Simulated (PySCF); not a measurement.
## Vanadium: a sound run and one with changed settings

Sound run: V [Ar] 3d3 4s2, V⁺ [Ar] 3d4. All numbers are calculated (PySCF 2.14, scalar relativity by spin-free X2C-1e, in cc-pVDZ-DK (6s5p3d1f, 43 functions)). In the sound run the correlated levels freeze [Ar]. The sound run starts from symmetry-adapted Hartree-Fock orbitals and uses a fine grid where one is needed.

Changed run: basis STO-3G, all-electron and non-relativistic. This setting is unsound on purpose.

```json
{"species": "V", "method": "UHF", "sound run (hartree)": "-948.14002", "changed run (hartree)": "-933.02461", "converged": "yes"}
{"species": "V", "method": "r2SCAN", "sound run (hartree)": "-949.13594", "changed run (hartree)": "-933.89918", "converged": "yes"}
{"species": "V", "method": "MN15", "sound run (hartree)": "-949.60635", "changed run (hartree)": "-932.36329", "converged": "yes"}
{"species": "V", "method": "MP2", "sound run (hartree)": "-948.18977", "changed run (hartree)": "-933.04716", "converged": "yes"}
{"species": "V⁺", "method": "UHF", "sound run (hartree)": "-947.91369", "changed run (hartree)": "-932.74344", "converged": "yes"}
{"species": "V⁺", "method": "r2SCAN", "sound run (hartree)": "-948.90066", "changed run (hartree)": "-933.58410", "converged": "yes"}
{"species": "V⁺", "method": "MN15", "sound run (hartree)": "-949.38370", "changed run (hartree)": "-932.05421", "converged": "yes"}
{"species": "V⁺", "method": "MP2", "sound run (hartree)": "-947.95153", "changed run (hartree)": "-932.74384", "converged": "yes"}
```

Ionisation energy of V:

```
 method  sound run (eV)  changed run (eV)
    UHF           6.159             7.651
 r2SCAN           6.402             8.574
   MN15           6.059             8.410
    MP2           6.483             8.254
SCS-MP2           6.950             8.381
```

A minimal basis cannot let orbitals breathe on ionisation and holds almost no correlation. The Hamiltonian changed with the basis, so the totals do not compare.

For comparison, NIST gives 6.746 eV between the lowest levels.
